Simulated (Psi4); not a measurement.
H₃AsF₂Si, singlet, geometry from GFN2-xTB.

Here is a job for Psi4.
```
memory 2 GB

molecule {
0 1
Si   -0.93074565   -0.04793915    0.50390930
F    -1.61273760    1.33183626    0.04454774
F    -1.73182099   -1.10231024   -0.40519859
As    1.25044339   -0.02157782   -0.21732479
H    -1.43118968   -0.27178196    1.84801277
H     1.60335047   -1.24623141    0.57989436
H     1.69467352    0.83549518    0.93493869
}

set {
  basis pcseg-1
}

energy('b3lyp')
print_variables()
```

Predict the nuclear repulsion energy from Psi4 with B3LYP/pcseg-1.

353.9464 Eh

Predict the number of basis functions from B3LYP/pcseg-1.

88

Estimate the total energy that B3LYP/pcseg-1 returns for this input.

-2726.7392 Eh

Predict the dipole moment from B3LYP/pcseg-1.

2.83 D
